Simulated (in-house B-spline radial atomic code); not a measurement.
# As⁷⁺: [Ar] 3d8

Computed with a radial B-spline atomic code at the basis-set limit: non-relativistic PBEsol, spin-polarised, spherical fractional occupations, point nucleus.

Screening seen three ways: the hydrogenic charge with the same mean radius, Z_r = [3n² - l(l+1)]/(2<r>), the one with the same energy, Z_e = n√(-2ε), and Slater's rules. Values are occupation-weighted means over spin.

```csv
shell,electrons,ε (eV),<r> (bohr),Z_r,Z_e,Slater
1s,2,-11667,0.0464,32.32,29.28,32.70
2s,2,-1583.1,0.2067,29.02,21.57,28.85
2p,6,-1430.6,0.1788,27.96,20.51,28.85
3s,2,-311.66,0.5961,22.65,14.36,21.75
3p,6,-259.76,0.6019,20.77,13.11,21.75
3d,8,-168.78,0.6083,17.26,10.57,12.55
```

The least bound orbital is 3d down at -166.7 eV, and it is also the most diffuse (<r> = 0.611 bohr).
